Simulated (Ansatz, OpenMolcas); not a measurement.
**TiO2 (titanium dioxide): the HOMO–LUMO gap, rung by rung**

TiO2 has 3 atoms, charge 0, and is taken as a singlet. As SMILES, `[O]=[Ti]=[O]`. The coordinates come from a PBE0-D4/def2-TZVP relaxation.

```xyz
3

O     0.9210    0.9288    0.4446
Ti    0.1350   -0.4920    0.3316
O    -1.0561   -0.4368   -0.7762
```

Each level gives the HOMO–LUMO gap (eV). The values are calculated.

```tsv
level	kind	program	value (eV)
PBE/aug-cc-pVDZ	GGA	OpenMolcas	2.29
TPSS/aug-cc-pVDZ	meta-GGA	OpenMolcas	2.53
r2SCAN/aug-cc-pVDZ	meta-GGA	OpenMolcas	3.03
B3LYP/aug-cc-pVDZ	global hybrid	OpenMolcas	3.89
BHLYP/aug-cc-pVDZ	global hybrid	OpenMolcas	6.30
M06-2X/aug-cc-pVDZ	hybrid meta-GGA	OpenMolcas	6.28
PBE0/aug-cc-pVDZ	global hybrid	Ansatz	4.49
B2PLYP/aug-cc-pVDZ	double hybrid	OpenMolcas	6.47
```

The values span 2.29 to 6.47 eV. Orbital gaps aren't excitation energies, and those of double hybrids come from the SCF part alone; they tend to grow with the share of exact exchange.
